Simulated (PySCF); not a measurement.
How methods differ on the excitation energy of Be

Be [He] 2s2 (1S) → Be [He] 2s1 3s1 (3S), as a difference of total energies. Computed with PySCF 2.14 in aug-cc-pCVQZ, with the non-relativistic Hamiltonian (point nucleus). Correlated levels: valence: 1s2 frozen; valence and next inner shell: nothing frozen. The calculations carry no spin-orbit coupling.

```csv
method,excitation energy (eV),error (eV)
UHF,5.322,-1.135
LDA,6.062,-0.395
PBE,6.010,-0.447
PBE0,6.014,-0.443
r2SCAN,5.952,-0.505
LC-wPBE,6.133,-0.324
TPSSh,6.155,-0.302
M06-2X,6.104,-0.353
MP2 (valence),6.076,-0.381
SCS-MP2 (valence),6.273,-0.184
MP2 (valence and next inner shell),6.105,-0.352
SCS-MP2 (valence and next inner shell),6.298,-0.159
```

Reference: 6.457 eV (measured; NIST levels).

Errors of the correlated levels include the incompleteness of this basis and the frozen core.
